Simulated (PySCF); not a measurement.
# Where the electron goes

CH2BrF.
Cartesian coordinates in Å at the PBE0-D3(BJ)/def2-TZVP level; atoms count from 1:
```
atom  x, y, z in Å
F1    -0.6350    0.9717   -0.4950
C2     0.0148   -0.1486   -0.1092
Br3    1.9275    0.0668   -0.3063
H4    -0.1751   -0.3390    0.9451
H5    -0.2768   -0.9810   -0.7465
```

Method: TDDFT CAM-B3LYP/aug-cc-pVTZ, vertical, gas phase, core orbitals frozen in the response in PySCF 2.14.0, density-fitted response routines. Geometry: PBE0-D3(BJ)/def2-TZVP; no solvent, vibrations or thermal averaging. The CAM-B3LYP/aug-cc-pVTZ calculation is non-relativistic and has no spin–orbit coupling, an omission that weighs most on bromine.

Kohn–Sham orbitals with the atoms that hold most of them (Löwdin shares over 4%, at most four atoms; ? is withheld):

| orbital | ε (eV) | atoms |
| --- | --- | --- |
| LUMO+2 | 0.79 | C2 29%, H5 29%, H4 29%, Br3 12% |
| LUMO+1 | 0.54 | Br3 49%, C2 23%, H4 12%, H5 12% |
| LUMO | 0.11 | ? |
| HOMO | ? | Br3 78%, C2 17% |
| HOMO-1 | -10.00 | ? |
| HOMO-2 | -11.72 | Br3 36%, F1 30%, C2 25%, H5 4% |
| HOMO-3 | -12.59 | F1 53%, C2 26%, H4 7%, H5 7% |

(1) Give the leading atoms of the LUMO.

(2) Give the leading atoms of the HOMO-1.

(3) What is the HOMO energy, and the HOMO–LUMO gap?

Results:

(1) H4 (bonded to C) 34%; H5 (bonded to C) 34%; Br3 (bonded to C) 18%; C2 (bonded to Br, F and 2 H) 12%. By element: hydrogen 69%, bromine 18%, carbon 12%.

(2) Br3 (bonded to C) 82%; C2 (bonded to Br, F and 2 H) 14%.

(3) ε(HOMO) = -9.71 eV; the gap is 9.81 eV (0.3607 hartree).

How does S1 compare with the orbital gap of 9.81 eV?

S1 is at 6.20 eV (f = 0.0004), 3.62 eV below the gap, made of HOMO→LUMO+1 (42%), HOMO→LUMO (39%), HOMO→LUMO+4 (12%). Its leading pair isn't HOMO and LUMO; the energies of that pair differ by 10.24 eV. 

Next come S2 at 6.51 eV (f 0.0009), HOMO-1→LUMO+1 (41%), HOMO-1→LUMO (40%), HOMO-1→LUMO+4 (13%); S3 at 7.32 eV (f 0.042), HOMO→LUMO+1 (48%), HOMO→LUMO (43%); S4 at 7.65 eV (f 0.072), HOMO-1→LUMO+1 (50%), HOMO-1→LUMO (40%); S5 at 8.20 eV (f 0.0015), HOMO→LUMO+3 (82%).

Löwdin shares depend on the basis, the more so with diffuse functions.

The run took 26 s of wall time on one thread of an Arm Neoverse N1, on a shared host, and the process peaked at 0.78 GiB of memory.
